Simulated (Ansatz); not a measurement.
```yaml
crystal:
  periodic: [false, false, false]
  atoms:
    - {symbol: C, position_ang: [-1.159172, 0.683615, 0.215539]}
    - {symbol: Zn, position_ang: [0.642948, 0.038721, -0.167919]}
    - {symbol: Te, position_ang: [2.542960, -0.712172, -0.801108]}
    - {symbol: H, position_ang: [-1.867793, 0.672866, -0.609214]}
    - {symbol: H, position_ang: [-1.681322, -0.216031, 1.112398]}
    - {symbol: H, position_ang: [-1.154450, 1.454685, 0.730109]}
    - {symbol: H, position_ang: [2.658181, -2.127061, -0.157960]}
basis:
  gaussian: {orbitals: def2-SVP}
total_charge: -3
magnetization: {spin_polarized: true, initial_magnetization: 1}
hamiltonian: {xc: {name: HF}}
correlation: {method: ccsd}
```

```sh
$ ansatz run in.yaml --threads 4 --pin off --events-out ev --progress --plain --max-ram 10444MiB
```

Shortened log:

```
Functional definition: HF
984 factors; integrals over basis functions are off by at most 1.0e-3 eV
mean field evaluation 1: about -56702.0986 eV, gradient 2.4e1 eV
mean field evaluation 2: about -56702.4096 eV, gradient 2.4e1 eV
mean field evaluation 4: about -56706.3332 eV, gradient 2.7e0 eV
mean field evaluation 8: about -56706.4645 eV, gradient 2.8e-1 eV
mean field evaluation 16: about -56706.4701 eV, gradient 1.8e-6 eV
a density is far from that of the atoms, so the factors are made again for it
1015 factors; integrals over basis functions are off by at most 9.6e-4 eV
mean field -56706.47020258 eV, -2083.9243429186 hartree, gradient 3.0e-6 eV, S^2 0.763126; 7 other end points of the search recorded, 0 dependent functions left out
determinant -56706.47020258 eV, -2083.9243429186 hartree, with singles and doubles -56724.99373079 eV, -2084.6050700250 hartree
determinant -56704.46168570 eV, -2083.8505312850 hartree, with singles and doubles -56723.14387333 eV, -2084.5370890170 hartree
determinant -56704.27030898 eV, -2083.8434983201 hartree, with singles and doubles -56723.12877577 eV, -2084.5365341920 hartree
determinant -56703.78555486 eV, -2083.8256839349 hartree, with singles and doubles -56722.81895183 eV, -2084.5251483723 hartree
10 core orbitals not correlated, not the lowest: weight in the atoms' cores, before any rotation towards them, 1.000 or more for the frozen orbitals, at most 0.000 for the correlated occupied ones
reference -56706.47020258 eV, -2083.9243429186 hartree; 24, 23 occupied and 57, 58 virtual orbitals, 1015 factors
second order -18.49957869 eV of doubles, -0.00000000 eV of singles
cycle   1  -18.52277797 eV  change    7.5e-4 eV  update   2.8e-3
cycle   2  -18.52288217 eV  change   -1.0e-4 eV  update   2.1e-3
cycle   3  -18.52133624 eV  change    1.5e-3 eV  update   1.5e-3
cycle   4  -18.52180894 eV  change   -4.7e-4 eV  update   5.4e-4
cycle   5  -18.52296761 eV  change   -1.2e-3 eV  update   2.6e-4
cycle   6  -18.52278975 eV  change    1.8e-4 eV  update   1.1e-4
cycle   7  -18.52282329 eV  change   -3.4e-5 eV  update   6.5e-5
cycle   8  -18.52279126 eV  change    3.2e-5 eV  update   2.4e-5
Total energy: -56724.99299384 eV, -2084.6050429423 hartree
```

(1) What is wrong with this run?

Results:

(1) The charge is far from anything that the molecule holds. The run converged. The result belongs to that input, not to the molecule as meant.
